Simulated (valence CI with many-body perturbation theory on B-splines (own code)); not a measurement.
## E1 line list for N II

Computed by relativistic CI+MBPT: four valence electrons over a frozen Dirac-Fock core [He], a basis of 11 s, 11 p, 10 d, 8 f, 5 g, 2 h functions for each j, with the one-electron correlation potential Σ1, the two-electron term Σ2, the three-electron term Σ3, Breit, model QED; selected CI, second order for the rest, scaled by the run's own slope (own B-spline code, finite nucleus).

Set against measurement, 39 paired levels are off by 76 cm⁻¹ on average, the worst by 300. These come from a selection out of the NIST Handbook of Basic Atomic Spectroscopic Data. Levels without a partner in it may be off by more. Among the levels kept, up to 1700 cm⁻¹ of a level comes from second order outside the variational space, and about a tenth of that is noise between levels of different J, which matters for small intervals.

Lines 301 to 350 of 505 in falling wavelength, among levels below 28.450 eV, chosen from the strongest by gf and those to the six lowest levels. Wavelengths and rates use the calculated energies, so an error of 80 cm⁻¹ moves a line at 648.6 nm by 0.52 % and its rate by three times that or more. Electric multipoles are in the length gauge, E1 and E2 with the static RPA response of the core. Weak lines are less certain than strong ones. Lines between different terms over intervals too small for the method are left out, as are lines whose strength nearly cancels. Where a level lies close to another of its J and parity, the split of strength between their lines is uncertain. The highest levels of a list are the least certain.

Names give the largest LS component (configuration and term), which can be under half, so a name can repeat, a term be missing and a line seem to break the LS rules; names also repeat where a configuration has a term twice. Letters in brackets count levels of one name in rising energy.

```tsv
λ vac (nm)	λ from measured levels	Upper	Lower	A (s⁻¹)	S (a.u.) with core polarisation	S without
652.5		2s2 2p 6g 3H°_4 [b]	2s2 2p 4f 3G_3	1.37e+07	1.69e+01	1.69e+01
649.5		2s2 2p 6g 3G°_5 [a]	2s2 2p 4f 3F_4	1.51e+07	2.24e+01	2.24e+01
649.5		2s2 2p 6g 3H°_4 [a]	2s2 2p 4f 3F_3	1.50e+07	1.82e+01	1.82e+01
648.6	648.4	2s2 2p 3p 1P_1	2s2 2p 3s 1P°_1	2.67e+07	1.08e+01	1.08e+01
648.4		2s2 2p 6g 3F°_4 [a]	2s2 2p 4f 1F_3	1.70e+07	2.06e+01	2.06e+01
648.2		2s2 2p 6g 3G°_3 [a]	2s2 2p 4f 3F_2	1.63e+07	1.54e+01	1.54e+01
644.0		2s2 2p 6f 1G_4	2s2 2p 4d 1F°_3	1.42e+07	1.68e+01	1.68e+01
642.8		2s2 2p 6g 3G°_5 [b]	2s2 2p 4f 3F_4	6.76e+06	9.75e+00	9.75e+00
636.8		2s2 2p 4p 3P_2	2s2 2p 3d 3D°_3	2.07e+07	1.32e+01	1.32e+01
627.3		2s2 2p 6f 3D_3	2s2 2p 4d 3P°_2	1.46e+07	1.24e+01	1.24e+01
627.0		2s2 2p 4p 1D_2	2s2 2p 3d 1F°_3	2.91e+07	1.77e+01	1.77e+01
621.6		2s2 2p 4p 3D_1	2s2 2p 3d 3F°_2	2.92e+07	1.04e+01	1.04e+01
620.6		2s2 2p 4p 3D_2	2s2 2p 3d 3F°_3	2.72e+07	1.60e+01	1.60e+01
619.5		2s2 2p 4p 3D_3	2s2 2p 3d 3F°_4	2.75e+07	2.26e+01	2.26e+01
614.7		2s2 2p 6f 3F_2	2s2 2p 4d 3D°_1	1.50e+07	8.61e+00	8.61e+00
613.2		2s2 2p 6f 3F_4 [b]	2s2 2p 4d 3D°_3	1.13e+07	1.15e+01	1.15e+01
599.0		2s2 2p 6f 3F_4 [a]	2s2 2p 4d 3F°_3	1.04e+07	9.96e+00	9.96e+00
595.5		2s2 2p 6f 3G_3 [a]	2s2 2p 4d 3F°_2	1.59e+07	1.16e+01	1.16e+01
593.8		2s2 2p 6f 3G_5	2s2 2p 4d 3F°_4	2.20e+07	2.50e+01	2.50e+01
592.8	594.3	2s2 2p 3d 3D°_3	2s2 2p 3p 3P_2	5.46e+07	3.93e+01	3.93e+01
590.5	593.3	2s2 2p 3d 3D°_2	2s2 2p 3p 3P_1	4.24e+07	2.15e+01	2.15e+01
590.3	592.9	2s2 2p 3d 3D°_1	2s2 2p 3p 3P_0	3.19e+07	9.71e+00	9.70e+00
567.8	568.1	2s2 2p 3p 3D_3	2s2 2p 3s 3P°_2	4.96e+07	3.14e+01	3.14e+01
566.6	567.8	2s2 2p 3p 3D_1	2s2 2p 3s 3P°_0	2.80e+07	7.55e+00	7.55e+00
565.6	566.8	2s2 2p 3p 3D_2	2s2 2p 3s 3P°_1	3.54e+07	1.58e+01	1.58e+01
555.8		2s 2p2 3p 5D°_3	2s 2p2 3s 5P_3	1.83e+07	1.09e+01	1.09e+01
554.5		2s 2p2 3p 5D°_4	2s 2p2 3s 5P_3	5.79e+07	4.39e+01	4.39e+01
554.3		2s 2p2 3p 5D°_2	2s 2p2 3s 5P_2	3.33e+07	1.40e+01	1.40e+01
553.7		2s 2p2 3p 5D°_1	2s 2p2 3s 5P_1	4.40e+07	1.11e+01	1.11e+01
553.1		2s 2p2 3p 5D°_3	2s 2p2 3s 5P_2	3.97e+07	2.32e+01	2.32e+01
552.2		2s 2p2 3p 5D°_2	2s 2p2 3s 5P_1	2.12e+07	8.83e+00	8.83e+00
547.8	549.7	2s2 2p 3d 3P°_2	2s2 2p 3p 3P_2	2.44e+07	9.89e+00	9.89e+00
503.0		2s 2p2 3p 5P°_2	2s 2p2 3s 5P_3	3.41e+07	1.07e+01	1.07e+01
502.0		2s 2p2 3p 5P°_3	2s 2p2 3s 5P_3	5.08e+07	2.22e+01	2.22e+01
501.8		2s 2p2 3p 5P°_1	2s 2p2 3s 5P_2	5.65e+07	1.06e+01	1.06e+01
499.9	500.7	2s2 2p 3d 3F°_4	2s2 2p 3p 3D_3	1.13e+08	6.28e+01	6.28e+01
499.7		2s 2p2 3p 5P°_3	2s 2p2 3s 5P_2	2.40e+07	1.03e+01	1.03e+01
499.1	500.9	2s2 2p 3d 3P°_2	2s2 2p 3p 3S_1	7.65e+07	2.35e+01	2.35e+01
499.1		2s 2p2 3p 5P°_2	2s 2p2 3s 5P_1	3.35e+07	1.03e+01	1.03e+01
498.9	499.6	2s2 2p 3d 3P°_1	2s2 2p 3p 3S_1	7.31e+07	1.34e+01	1.34e+01
498.8	500.3	2s2 2p 3d 3F°_3	2s2 2p 3p 3D_2	1.03e+08	4.42e+01	4.42e+01
498.1	500.3	2s2 2p 3d 3F°_2	2s2 2p 3p 3D_1	9.60e+07	2.93e+01	2.93e+01
479.7	480.5	2s2 2p 3d 3D°_3	2s2 2p 3p 3D_3	3.19e+07	1.22e+01	1.22e+01
478.0	478.9	2s2 2p 3d 3D°_2	2s2 2p 3p 3D_2	2.53e+07	6.81e+00	6.81e+00
469.5		2s2 2p 4f 1D_2	2s2 2p 3d 1P°_1	8.35e+07	2.13e+01	2.13e+01
467.7		2s2 2p 4f 3D_2	2s2 2p 3d 1P°_1	8.74e+07	2.21e+01	2.21e+01
464.9	464.4	2s2 2p 3p 3P_1	2s2 2p 3s 3P°_2	4.44e+07	6.61e+00	6.61e+00
463.3	463.2	2s2 2p 3p 3P_2	2s2 2p 3s 3P°_2	7.63e+07	1.87e+01	1.87e+01
456.6		2s2 2p 4f 3G_4	2s2 2p 3d 1F°_3	6.36e+07	2.69e+01	2.69e+01
454.5		2s2 2p 4f 1G_4	2s2 2p 3d 1F°_3	1.52e+08	6.36e+01	6.36e+01
```
